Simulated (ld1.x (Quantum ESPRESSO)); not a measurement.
## An all-electron radial function and its pseudo partner (xenon (Xe))

Columns: radius, all-electron u(r) and pseudo u(r) of the 4d shell (level -69.42 eV) of xenon in the configuration [Kr] 4d10 5s2 5p5; PBE, scalar-relativistic, TM scheme, ld1.x (Quantum ESPRESSO) 7.5.

```tsv
r (bohr)	all-electron	pseudo
0.082	0.3064	-0.0081
0.165	0.6395	-0.0619
0.248	0.4930	-0.1897
0.330	0.0747	-0.3868
0.413	-0.3859	-0.6272
0.495	-0.7554	-0.8589
0.578	-1.0058	-1.0438
0.660	-1.1377	-1.1531
0.742	-1.1787	-1.1874
0.825	-1.1551	-1.1607
0.908	-1.0900	-1.0928
0.990	-1.0029	-1.0037
1.072	-0.9054	-0.9055
1.155	-0.8048	-0.8048
1.238	-0.7077	-0.7077
1.320	-0.6181	-0.6181
1.402	-0.5364	-0.5364
1.485	-0.4624	-0.4624
1.568	-0.3969	-0.3969
1.650	-0.3402	-0.3402
1.733	-0.2901	-0.2901
1.815	-0.2473	-0.2473
1.898	-0.2099	-0.2099
1.980	-0.1782	-0.1782
2.062	-0.1510	-0.1510
2.145	-0.1276	-0.1276
```

(1) How many radial nodes do the two functions have?

(2) At about which radius was the pseudo-wave matched?

(3) Where does each function peak?

(4) Is the pseudo-wave norm-conserving?

Results:

(1) The all-electron 4d function has n − l − 1 = 1; the pseudo-wave has 0, since the states of the same l below it are removed with the core.

(2) 1.20 bohr. The columns agree to 0.0005 from 1.07 bohr on; several derivatives are matched, so the curves merge somewhat inside the radius.

(3) Outermost all-electron maximum near 0.74 bohr, pseudo maximum near 0.74 bohr (to the table’s step).

(4) Yes: the TM scheme keeps the norm inside the radius equal to the all-electron one, which fixes the energy derivative of the logarithmic derivative at the level.
